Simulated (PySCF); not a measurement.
**XPS shifts beside NMR shieldings**

Compound: C₃H₆OSi.
Numbering: `[CH:1]#[C:2][SiH2:3][O:4][CH3:5]`

Binding energies: PySCF, delta-SCF UKS SCAN, pcX-2 on the ionised atom, pcseg-1 elsewhere, spin-free X2C. Shieldings: GIAO PBE0/pcSseg-1, non-relativistic, same geometry.

```csv
atom,C 1s (eV)
C1,290.55
C2,290.27
C5,292.43
```

Problem. What are the absolute isotropic shieldings of these atoms?

Solution. 
```
atom             environment  C 1s (eV)  isotropic shielding (ppm)
  C2           alkyne carbon     290.27                       98.8
  C1  terminal alkyne carbon     290.55                       83.8
  C5          methoxy carbon     292.43                      133.7
```

Problem. Among the listed atoms, is the one with the highest binding energy also the least shielded?

Solution. No. The highest binding energy is at C5 (292.43 eV, shielding 133.7 ppm), the lowest shielding at C1 (83.8 ppm, 290.55 eV).

By binding energy: C2 < C1 < C5. By shielding: C1 < C2 < C5.

The unrestricted hole states depart most from a pure doublet (⟨S²⟩ = 0.75; over 0.85 named) for C 1s of C2 (0.85), which makes this value less certain. The structure is a single GFN2-xTB conformer in the gas phase; no vibrational or solvent corrections.

The values belong to the conformer `[CH:1]#[C:2][SiH2:3][O:4][CH3:5]`: C2–Si3–O4–C5 -59°.
